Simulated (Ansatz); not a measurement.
Consider the homolysis of the Cl–Si bond: `F[SiH](F)[SiH2]Cl` → Cl• + `F[SiH](F)[SiH2]`•.

Isolated molecules relaxed with PBE0-D4/def2-TZVP in Ansatz; ΔE leaves out vibrations. CBS: MP2 limit from def2 TZ/QZ plus the TZ coupled-cluster correction, frozen cores. This one scheme is used for every species, atoms too. DFT in def2-TZVPP. Open shells (•) are unrestricted, without spin–orbit coupling. Spin–orbit coupling would lower the free atoms: a little for Cl. Each species was taken in one conformer, which may not be the lowest.

```csv
level,ΔE (eV)
revPBE-D4,4.44
revPBE,4.31
MP2/def2-QZVPP,4.82
MP2/CBS(def2),4.90
```

What does CCSD(T)/CBS give? (An estimate is asked.)

The calculation gave: +4.66 eV. The listed levels differ from it by -0.22, -0.35, 0.16, 0.24 eV.

What do rigid-rotor, harmonic-oscillator terms from PBE0-D4/def2-TZVP frequencies (298.15 K, 1 bar) make of the CCSD(T)/CBS value? (Best estimate.)

Computed: ΔZPE = -0.10 eV, ΔH = +4.60 eV, ΔS = 137 J/(mol·K), ΔG = +4.17 eV. Open shells count their whole term as degenerate. Modes under 50 cm⁻¹ make the entropy rough.

Largest T1 diagnostic among the species: 0.014.

Leaving LDA and LC-ωPBE aside and taking each functional with its dispersion term where it has one, the values, not all of them listed here, spread over 0.28 eV, from BHLYP-D4 to ωB97M-V. LDA lies +0.63 eV from PBE without D4, its usual overbinding. From r2SCAN to r2SCAN0 (25 % exact exchange), in def2-TZVPP and without D4, ΔE moves by −0.06 eV: exact exchange takes away binding that semilocal exchange gives to molecules.

CCSD(T)/CBS has its own doubt, a few kJ/mol and more with outer-core shells, so smaller differences from it don't rank the levels.
